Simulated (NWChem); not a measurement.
Molecule: CH3FSi, singlet; SMILES C[Si]F

```xyz
6

Si     0.6626     0.1454     0.0000
F     -0.5347     1.2724     0.0000
C     -0.4343    -1.4002     0.0000
H      0.1428    -2.3377     0.0000
H     -1.0965    -1.3890    -0.8850
H     -1.0965    -1.3890     0.8850
```
Atoms are numbered in this order, from 1.

Results from NWChem. Low-valent species are run as closed-shell singlets; no triplet was tried in these runs. The geometry was optimised at PBE0/def2-SVP. Level: PBE0/def2-SVP with SMD (1 M gas to 1 M solution), gas-phase geometry. Reactions with the solvent are ignored.

**Question.** What does the run give for solvent n-hexane? Quantities: solvation free energy (kcal/mol); cavity-dispersion-structure term (kcal/mol); dipole in solution (D).

**Answer.** 
```
Property                                     Result
-------------------------------------------  ------
solvation free energy (kcal/mol)               -2.2
cavity-dispersion-structure term (kcal/mol)    -0.7
dipole in solution (D)                         1.76
```
